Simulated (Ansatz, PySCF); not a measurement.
Ge(Cl)(SH)3 (ClGeH3S3), SMILES [SH][Ge]([SH])([SH])[Cl]. Atoms are numbered in the order given.

```xyz
8

S     -0.8066    -0.4299    -2.0135
Ge    -0.0699     0.0371     0.0018
S     -0.3736    -1.7628     1.2246
S      2.0112     0.7363     0.1434
Cl    -1.2048     1.7173     0.6929
H     -0.3846    -1.7084    -1.9442
H      0.5525    -1.3981     2.1332
H      2.5113    -0.3974    -0.3886
```
Charge 0, spin multiplicity 1.

The structure is a stationary point at ωB97X-D3(BJ)/def2-SVP. This is a generated structure with no PubChem entry under its InChIKey; it may be hypothetical. Other conformers were not sampled.

Two levels are set side by side: PBE-D3(BJ)/def2-SVP (Ansatz, an electronic-structure program) and ωB97X-D3(BJ)/def2-SVP (PySCF). Each level has its own optimised geometry; the coordinates shown are those of the second. Frequencies come from the Hessian of PySCF at each geometry. Differences are taken from unrounded values.

```csv
quantity,ωB97X-D3(BJ),PBE-D3(BJ),PBE-D3(BJ) minus ωB97X-D3(BJ)
mean bond length (Å),1.826,1.854,0.028
bond S1–Ge2 (Å),2.196,2.234,0.038
bond Ge2–S3 (Å),2.197,2.237,0.040
bond Ge2–S4 (Å),2.200,2.240,0.040
bond Ge2–Cl5 (Å),2.142,2.174,0.031
bond S1–H6 (Å),1.348,1.364,0.016
bond S3–H7 (Å),1.348,1.364,0.016
bond S4–H8 (Å),1.348,1.364,0.016
highest harmonic wavenumber (cm⁻¹),2760,2612,-148
mean harmonic wavenumber (cm⁻¹),751,704,-47
zero-point energy (kcal/mol),19.32,18.10,-1.21
```

GGA bonds tend to be longer and softer than those of functionals with exact exchange. Differences between two approximate levels are no errors against the true value.
